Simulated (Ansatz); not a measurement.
C$_{2}$H$_{5}$FS$_{2}$Si (`C=C(S)S[SiH2]F`), relaxed with RKS PBE0-D4/def2-TZVP in Ansatz from a PBE-D4/def2-SVP geometry. The force threshold is 0.005 eV/Å; the program also tests the step.

Total charge 0; spin multiplicity 1.

Start:

```xyz
11

C    -0.598    1.508    0.813
C    -0.711    0.161    0.808
S    -0.414   -0.806    2.271
S    -1.095   -0.743   -0.710
Si    0.899   -0.645   -1.499
F     1.238    0.867   -2.037
H    -0.701    2.081   -0.120
H    -0.392    2.055    1.746
H    -1.046   -1.926    1.823
H     0.936   -1.576   -2.672
H     1.885   -0.975   -0.424
```

| step | energy (eV) | largest force (eV/Å) | largest move (Å) |
| --- | --- | --- | --- |
| 1 | -34409.5090 | 1.207 | 0.000 |
| 2 | -34409.5774 | 0.708 | 0.029 |
| 3 | -34409.5856 | 0.257 | 0.049 |
| 4 | -34409.5932 | 0.061 | 0.034 |
| 5 | -34409.5937 | 0.028 | 0.010 |
| 6 | -34409.5939 | 0.010 | 0.004 |
| 7 | -34409.5939 | 0.008 | 0.004 |
| 8 | -34409.5939 | 0.013 | 0.006 |
| 9 | -34409.5940 | 0.010 | 0.013 |
| 10 | -34409.5941 | 0.016 | 0.023 |
| 11 | -34409.5942 | 0.015 | 0.023 |
| 12 | -34409.5942 | 0.018 | 0.023 |
| 13 | -34409.5942 | 0.013 | 0.008 |
| 14 | -34409.5942 | 0.011 | 0.008 |
| 15 | -34409.5943 | 0.006 | 0.008 |
| 16 | -34409.5943 | 0.005 | 0.003 |

End:

```xyz
11

C    -0.653    1.521    0.838
C    -0.695    0.192    0.788
S    -0.336   -0.784    2.208
S    -1.065   -0.669   -0.729
Si    0.907   -0.671   -1.500
F     1.328    0.782   -2.015
H    -0.789    2.112   -0.058
H    -0.473    2.038    1.774
H    -0.991   -1.882    1.804
H     0.899   -1.584   -2.665
H     1.867   -1.054   -0.445
```

Run time 92 s (4 threads of an Arm Neoverse V1 on a shared host); peak host memory 0.78 GiB.
